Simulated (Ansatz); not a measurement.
Mulliken charges of CCl$_{2}$InN, SMILES `N#[C][In]([Cl])[Cl]` from ωB97M-V/def2-TZVPP in Ansatz (PBE0-D4/def2-TZVP geometry).

| atom | x (Å) | y (Å) | z (Å) | charge (e) |
| --- | --- | --- | --- | --- |
| N1 | 0.982 | -1.468 | 1.974 | -0.003 |
| C2 | 0.558 | -0.832 | 1.111 | -0.292 |
| In3 | -0.210 | 0.315 | -0.457 | 0.863 |
| Cl4 | -1.895 | -0.494 | -1.779 | -0.284 |
| Cl5 | 0.615 | 2.405 | -0.891 | -0.284 |

**Question.** By hand: the dipole of these point charges (1 e Å = 4.8032 D).

**Answer.** Σ q r = (0.016, -0.024, 0.034) e Å, of length 0.045 e Å = 0.22 D.

**Question.** How does the dipole of the full density compare? (Estimate.)

**Answer.** Ansatz gave: (-0.139, 0.209, -0.283) e Å, 1.82 D; the point charges give 0.12 times that, at 179° from its direction, so they point the opposite way.

Point charges leave out the atoms' own dipoles, such as those of lone pairs, and Mulliken's split depends on the basis, so the two needn't agree.
